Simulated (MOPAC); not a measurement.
MOPAC input (PM3):

```
PM3 FORCE THERMO(298,298) PRECISE LET CHARGE=-1 GEO-OK AUX(PRECISION=9) THREADS=1
C3H6F

C     1.56591725 1    0.16551621 1    0.17297876 1
C     0.42584416 1   -0.78449738 1   -0.13868318 1
C    -0.86920674 1   -0.25878599 1    0.38121406 1
F    -1.29334540 1    0.86180406 1   -0.27502638 1
H     1.41896521 1    1.13593824 1   -0.31858254 1
H     1.63440907 1    0.35932692 1    1.25057456 1
H     2.54060065 1   -0.22398636 1   -0.15696610 1
H     0.44282362 1   -0.99198339 1   -1.23759866 1
H     0.61275960 1   -1.76500629 1    0.34104904 1
H    -1.68136897 1   -0.99100871 1    0.26007103 1
```

Output:

```
 *******************************************************************************
 **                                                                           **
 **                              MOPAC v23.2.5                                **
 **                                                                           **
 *******************************************************************************
 ** MOPAC's Digital Object Identifier: https://doi.org/10.5281/zenodo.6511958 **
 **                                                                           **
 ** Please cite the open-source release paper for use of this MOPAC version:  **
 ** J. E. Moussa and J. J. P. Stewart (2026)                                  **
 ** MOPAC: An open-source semiempirical molecular orbital program             **
 ** J. Open Source Softw., 11(119), 8025, https://doi.org/10.21105/joss.08025 **
 *******************************************************************************

                              PM3 CALCULATION RESULTS

 *******************************************************************************
 *  PM3        - The PM3 Hamiltonian to be used
 *  GEO-OK     - OVERRIDE INTERATOMIC DISTANCE AND OTHER SAFETY CHECKS
 *
 *
 *
 *                 CHARGE ON SYSTEM = -1
 *
 *
 *
 *  LET        - OVERRIDE SOME SAFETY CHECKS
 *  PRECISE    - TIGHTER CRITERIA TO BE USED
 *  FORCE      - FORCE CALCULATION SPECIFIED
 *  AUX        - OUTPUT AUXILIARY INFORMATION
 *  THERMO     - THERMODYNAMIC QUANTITIES TO BE CALCULATED
 *******************************************************************************
PM3 FORCE THERMO(298,298) PRECISE LET CHARGE=-1 GEO-OK AUX(PRECISION=9) THREADS=1
 C3H6F

   ATOM   CHEMICAL          X               Y               Z
  NUMBER   SYMBOL      (ANGSTROMS)     (ANGSTROMS)     (ANGSTROMS)

     1       C          1.56591725  *   0.16551621  *   0.17297876  *
     2       C          0.42584416  *  -0.78449738  *  -0.13868318  *
     3       C         -0.86920674  *  -0.25878599  *   0.38121406  *
     4       F         -1.29334540  *   0.86180406  *  -0.27502638  *
     5       H          1.41896521  *   1.13593824  *  -0.31858254  *
     6       H          1.63440907  *   0.35932692  *   1.25057456  *
     7       H          2.54060065  *  -0.22398636  *  -0.15696610  *
     8       H          0.44282362  *  -0.99198339  *  -1.23759866  *
     9       H          0.61275960  *  -1.76500629  *   0.34104904  *
    10       H         -1.68136897  *  -0.99100871  *   0.26007103  *

          CARTESIAN COORDINATES

    NO.       ATOM           X           Y           Z

     1         C          1.5659      0.1655      0.1730
     2         C          0.4258     -0.7845     -0.1387
     3         C         -0.8692     -0.2588      0.3812
     4         F         -1.2933      0.8618     -0.2750
     5         H          1.4190      1.1359     -0.3186
     6         H          1.6344      0.3593      1.2506
     7         H          2.5406     -0.2240     -0.1570
     8         H          0.4428     -0.9920     -1.2376
[...]

 VIBRATION         20   20A           ATOM PAIR      ENERGY CONTRIBUTION    RADIAL
 FREQUENCY          2918.89         C  3 -- H 10         +96.9% ( 99.4%)     99.7%
 TRANSITION DIPOLE   0.6307         C  2 -- H  9          +1.2% ( 11.1%)     96.7%
 TRAVEL (Ang.)       0.1596         C  2 -- C  3          +1.0% (  9.9%)     18.1%
 REDUCED MASS        0.9074         C  3 -- F  4          +0.9% (  9.7%)      8.0%
 EFFECTIVE MASS      1.4431
 FORCE CONSTANT      4.5552

 VIBRATION         21   21A           ATOM PAIR      ENERGY CONTRIBUTION    RADIAL
 FREQUENCY          2987.30         C  2 -- H  9         +88.4% ( 93.6%)    100.0%
 TRANSITION DIPOLE   0.4148         C  2 -- H  8          +8.1% ( 28.4%)     72.1%
 TRAVEL (Ang.)       0.1735         C  3 -- H 10          +1.0% (  9.9%)     99.9%
 REDUCED MASS        0.7497         C  1 -- C  2          +0.8% (  8.8%)     15.4%
 EFFECTIVE MASS      1.3337
 FORCE CONSTANT      3.9418

 VIBRATION         22   22A           ATOM PAIR      ENERGY CONTRIBUTION    RADIAL
 FREQUENCY          3051.21         C  1 -- H  7         +78.2% ( 90.9%)     99.3%
 TRANSITION DIPOLE   0.4602         C  1 -- H  5         +13.5% ( 37.8%)     84.1%
 TRAVEL (Ang.)       0.1838         C  1 -- H  6          +6.6% ( 26.4%)     68.4%
 REDUCED MASS        0.6543         C  1 -- C  2          +1.0% ( 10.1%)      2.0%
 EFFECTIVE MASS      1.4792
 FORCE CONSTANT      3.5888

 VIBRATION         23   23A           ATOM PAIR      ENERGY CONTRIBUTION    RADIAL
 FREQUENCY          3078.79         C  1 -- H  6         +49.7% ( 72.8%)     97.4%
 TRANSITION DIPOLE   0.1677         C  1 -- H  5         +47.4% ( 71.1%)     96.6%
 TRAVEL (Ang.)       0.2093         C  1 -- H  7          +1.7% ( 13.4%)     16.6%
 REDUCED MASS        0.4999         C  1 -- C  2          +1.0% ( 10.2%)      0.0%
 EFFECTIVE MASS      1.4981
 FORCE CONSTANT      2.7918

 VIBRATION         24   24A           ATOM PAIR      ENERGY CONTRIBUTION    RADIAL
 FREQUENCY          3172.71         C  1 -- H  6         +44.1% ( 64.0%)     98.4%
 TRANSITION DIPOLE   0.1709         C  1 -- H  5         +38.6% ( 59.9%)     97.8%
 TRAVEL (Ang.)       0.2425         C  1 -- H  7         +17.0% ( 39.7%)     92.1%
 REDUCED MASS        0.3613         C  1 -- C  2          +0.3% (  5.2%)     84.9%
 EFFECTIVE MASS      1.1443
 FORCE CONSTANT      2.1428

      SYMMETRY NUMBER FOR POINT-GROUP C1  =  1

          SYSTEM IS A GROUND STATE

 C3H6F

          MOLECULE IS NOT LINEAR

          THERE ARE 24 GENUINE VIBRATIONS IN THIS SYSTEM
          THIS THERMODYNAMICS CALCULATION IS LIMITED TO
          MOLECULES WHICH HAVE NO INTERNAL ROTATIONS

                    CALCULATED THERMODYNAMIC PROPERTIES
                                          *
   TEMP. (K)   PARTITION FUNCTION   H.O.F.    ENTHALPY  HEAT CAPACITY ENTROPY
                                   KCAL/MOL   CAL/MOLE    CAL/K/MOL  CAL/K/MOL

 298.00  VIB.     0.6607D+01                  1460.2213    10.5932     8.6523
         ROT.     0.4543D+05                   888.2803     2.9808    24.2916
         INT.     0.3002D+06                  2348.5017    13.5740    32.9438
         TRA.     0.4615D+27                  1480.4672     4.9680    38.2462
         TOT.                      -34.697    3828.9688    18.5421    71.1900

   *: NOTE: HEATS OF FORMATION ARE RELATIVE TO THE
            ELEMENTS IN THEIR STANDARD STATE AT 298K
              (=  Standard Enthalpy of Formation).

            Hvib:  Zero-point energy is not included.
                   frequencies of less than zero cm-1 are not included.
            Hrot = (3/2)RT
            Htra = (3/2)RT + pV = (5/2)RT

            Heat capacity is Cp, not Cv

          For more information, see: HTTP://OpenMOPAC.net/Manual/thermochemistry.html

           FORCE CONSTANT IN CARTESIAN COORDINATES (Millidynes/A)

    ATOM   CHEMICAL       X               Y               Z
   NUMBER   SYMBOL  FORCE CONSTANT  FORCE CONSTANT  FORCE CONSTANT

      1       C        7.997436        8.193429        8.162309
      2       C        7.887375        7.984220        7.867392
      3       C        6.830762        6.436076        7.252702
      4       F        0.818038        2.964407        6.367611
      5       H        1.249657        1.562036        3.956318
      6       H        1.222499        1.926919        3.601941
      7       H        1.317177        4.647265        0.679608
      8       H        1.061150        1.837699        3.018770
      9       H        1.181192        1.462645        3.638648
     10       H        4.612025        0.565981        0.495436

 **********************
 *                    *
 * JOB ENDED NORMALLY *
 *                    *
 **********************

 == MOPAC DONE ==
```

The dipole moment of an ion depends on the origin.
